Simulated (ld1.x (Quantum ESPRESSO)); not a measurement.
PBE ultrasoft dataset for V (Z = 23), scalar-relativistic all-electron reference.

```
Element                 : V (Z = 23)
Generator               : ld1.x (Quantum ESPRESSO) 7.5
Type                    : ultrasoft
Functional              : PBE
Relativity              : scalar-relativistic
Frozen core             : [Ar]
Valence charge          : 5
Reference configuration : 3d3 4s2 4p0
Partial waves           : 4s (bound): rcut 2.35, rcutus 2.75 bohr; 4s channel at 1.25 Ry: rcut 2.35, rcutus 2.75 bohr; 4p (bound, empty): rcut 3.25, rcutus 3.75 bohr; 4p channel at 0.85 Ry: rcut 3.25, rcutus 3.75 bohr; 3d (bound): rcut 1.40, rcutus 1.80 bohr; 3d channel at 4.1 Ry: rcut 1.40, rcutus 1.80 bohr
Local potential         : all-electron potential smoothed inside 2.80 bohr (lloc = -1)
Core correction         : a·sin(br)/r model core inside 1.25 bohr
Augmentation charge     : PSQ, inside the norm-conserving radii
```

All-electron outer shells of the reference configuration (PBE, scalar-relativistic, ld1.x):

```csv
shell,level (eV),outermost node (bohr),outermost maximum (bohr)
3s,-70.24,0.38,0.82
3p,-44.04,0.35,0.84
3d,-5.16,–,0.90
4s,-4.70,1.17,2.76
4p,-1.44,1.30,3.63
```

Calculated quality:

```json
{
  "Cutoffs needed": "30 Ry and 50 Ry (the cutoffs (Ry, on a coarse ladder) from which the occupation-weighted sum of valence levels, in a spherical-Bessel basis at the reference potential, stays within 10 and 1 mRy of its value at 400 Ry)",
  "Ghost test": "no extra level below or beside the all-electron valence levels (s, p, d, f tested) (spherical-Bessel basis up to 400 Ry, 20 bohr box)",
  "Largest excitation error": "-2276 meV (all-electron minus pseudo) for 3d1 4s0 4p0, out of 7 test configurations",
  "Lowest eigenvalue of the overlap operator": "0.46 (s channel)",
  "Density cutoff estimated by the generator": "209 Ry"
}
```

Generation and tests took about 1.8 s on one core of a shared server CPU.
